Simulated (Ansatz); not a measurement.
This geometry of AlBrFH3 (6 atoms, charge 0, multiplicity 1) is a first-order saddle point.

Theory: RKS PBE0/def2-SVP in Ansatz.

```xyz
6
Properties=species:S:1:pos:R:3
Al 0.011 -0.152 0.008
F 0.018 0.058 1.782
H 1.418 0.142 -0.639
H -1.420 0.063 -0.618
Br 0.084 -2.580 0.943
H 0.055 -1.289 1.842
```

(1) Which two structures does it join? (They come from a converged band through this point; their orientation in space is the band's.)

(2) How far does it lie above each of them?

## Answers

(1) Bonds broken: Br5–H6. Bonds formed: F2–H6.

First end point:

```xyz
6
Properties=species:S:1:pos:R:3
Al 0.005 0.024 0.019
F 0.004 0.318 1.693
H 1.409 0.143 -0.701
H -1.411 0.064 -0.686
Br 0.090 -2.624 0.953
H 0.069 -1.682 2.041
```

Last end point:

```xyz
6
Properties=species:S:1:pos:R:3
Al 0.017 -0.396 -0.110
F 0.017 -0.022 1.876
H 1.409 0.169 -0.591
H -1.411 0.087 -0.576
Br 0.087 -2.632 0.634
H 0.047 -0.964 2.086
```

(2) 1.2 kcal/mol above the first and 5.7 kcal/mol above the second. This is the barrier of this one path; another mechanism may lie lower. The orbitals stay closed-shell, which can raise the energy where a bond breaks towards radicals; this wasn't checked here.

Run time: 2 min on 1 thread of Arm Neoverse V2, with other jobs on the host, peak memory 0.17 GiB.
